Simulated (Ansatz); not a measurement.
`FC[SiH]1[AlH][SiH2]1`, relaxed with RKS PBE0-D4/def2-TZVP in the Gaussian-basis code of Ansatz from a PBE-D4/def2-SVP geometry. The force threshold is 0.005 eV/Å; the program also tests the step.

Total charge 0; spin multiplicity 1.

Start:

```xyz
11

F    -0.087   -0.745    2.580
C    -0.667    0.194    1.734
Si   -0.732   -0.462   -0.077
Al   -0.266    1.064   -1.917
Si    1.458   -0.420   -1.059
H    -1.701    0.417    2.085
H    -0.087    1.144    1.784
H    -1.592   -1.700   -0.153
H    -0.800    2.053   -3.060
H     1.975   -1.598   -1.846
H     2.497    0.055   -0.070
```

(1) How much energy does the relaxation release, and in how many steps? (An estimate is asked.)

(2) Which bonds change most? (An estimate is asked.)

(3) Give the relaxed structure. (Best estimate.)

## Answers

(1) Computed: 0.09 eV, in 21 steps, 1 of them rejected.

(2) Ansatz gave: Si3–Si5 from 2.400 to 2.327 Å; Al4–Si5 from 2.431 to 2.405 Å; C2–Si3 from 1.927 to 1.904 Å; Si3–Al4 from 2.435 to 2.414 Å.

(3) Ansatz gave: 
```xyz
11

F    -0.448   -1.010    2.667
C    -0.691    0.128    1.909
Si   -0.529   -0.229    0.046
Al   -0.271    0.934   -2.053
Si    1.410   -0.557   -1.198
H    -1.702    0.482    2.140
H     0.020    0.902    2.213
H    -1.504   -1.288   -0.369
H    -0.796    1.945   -3.156
H     2.157   -1.812   -1.490
H     2.354    0.504   -0.710
```
